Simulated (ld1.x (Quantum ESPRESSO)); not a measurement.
**N: one change to a TM semilocal potential, before and after**

* Element: nitrogen (N)
* Generator: ld1.x (Quantum ESPRESSO) 7.5
* Type: norm-conserving Troullier–Martins (semilocal form)
* Functional: PW91
* Relativity: scalar-relativistic
* Frozen core: [He]
* Valence charge: 5
* Reference configuration: 2s2 2p2.5 (charge +0.5)
* Partial waves: 2s (bound): rc 0.95 bohr; 2p (bound): rc 1.85 bohr
* Local potential: the p channel
* Core correction: Bessel-smoothed model core inside 0.70 bohr

Change: all radii but the core radius scaled by about 0.86 (s 0.82, p 1.58 bohr).

Cutoffs: the cutoffs (Ry, on a coarse ladder) from which the occupation-weighted sum of valence levels, in a spherical-Bessel basis at the reference potential, stays within 10 and 1 mRy of its value at 400 Ry; they do not see the model core or the augmentation charge, which bear on the density cutoff. Errors are all-electron minus pseudo energies relative to the spin-unpolarised reference configuration.

Q: Predict the effect on cutoff, ghosts and configuration errors.

A: The potential gets neither clearly harder nor softer (55 Ry and 140 Ry → 55 Ry and 140 Ry); the s channel sets the loose cutoff, while the largest relative change is in p, which becomes harder; of the 7 tests that both files solve, the error grows in 0 and shrinks in 6 by more than 15 % and 0.3 meV (median size 26.6 → 14.3 meV); neither file shows a bound ghost. Less of the atom is replaced, so other configurations are described better. A semilocal file is local in each channel, so a ghost entry of none says nothing of the separable form that plane-wave codes build from it.

| quantity | base | changed |
| --- | --- | --- |
| cutoff, loose | 55 Ry | 55 Ry |
| cutoff, tight | 140 Ry | 140 Ry |
| loose cutoff by channel (10 mRy a level) | s 45 Ry, p 35 Ry | s 50 Ry, p 45 Ry |
| bound ghosts | none | none |
| error for 2s2 2p3, meV [ΔE -5.13 eV] | +0.1 | +0.1 |
| error for 2s2 2p2, meV [ΔE 8.54 eV] | +6.6 | +3.1 |
| error for 2s2 2p1, meV [ΔE 37.50 eV] | +187 | +102 |
| error for 2s1 2p3, meV [ΔE 20.29 eV] | -38 | -14 |
| error for 2s2 2p3.3, meV [ΔE -6.77 eV] | -2.6 | -1.3 |
| error for 2s2 2p0, meV [ΔE 84.68 eV] | +1049 | +620 |
| error for 2s1 2p4, meV [ΔE 6.35 eV] | +27 | +19 |
